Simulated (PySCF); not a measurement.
## Ge (germanium, neutral): UHF calculation

Configuration: [Ar] 3d10 4s2 4p1 4d1, one real determinant (an excited configuration). All numbers are calculated (PySCF 2.14, a scalar-relativistic core potential, in aug-cc-pVQZ-PP with ECP10MDF (7s6p5d3f2g, 89 functions)).

| Item | Value |
| --- | --- |
| Total energy | -293.126324 hartree |
| One-electron energy | -519.1845 hartree |
| Hartree (Coulomb) energy | 249.6176 hartree |
| Exchange energy | -23.5595 hartree |
| ⟨S²⟩ | 2.0098 |
| ⟨L²⟩ | 8.032 |
| Sum of ⟨r⟩ | 25.47 bohr |
| Sum of ⟨r²⟩ | 71.36 bohr² |
| Traceless quadrupole moment −½Σ⟨3z² − r²⟩ along its main axis | 8.90 e·bohr² |

```tsv
shell	electrons	mean orbital energy (eV)	spread (eV)	rms radius, mean of both spins (bohr)
3s α	1	-204.48	0	0.670
3s β	1	-204.37	0	0.670
3p α	3	-147.71	0.009	0.702
3p β	3	-147.57	0.463	0.702
3d α	5	-48.106	0.289	0.808
3d β	5	-48.017	0.462	0.808
4s α	1	-19.902	0	2.25
4s β	1	-17.573	0	2.25
4p α	1	-11.029	0	2.81
4d α	1	-1.219	0	6.55
```

⟨L²⟩ = 8.03 against 12 for a pure F term, so this real determinant mixes terms. Energies and moments cover only the electrons outside the core potential. The outer electron is Rydberg-like, and this basis confines it to a smaller radius and binds it less than a complete one would.
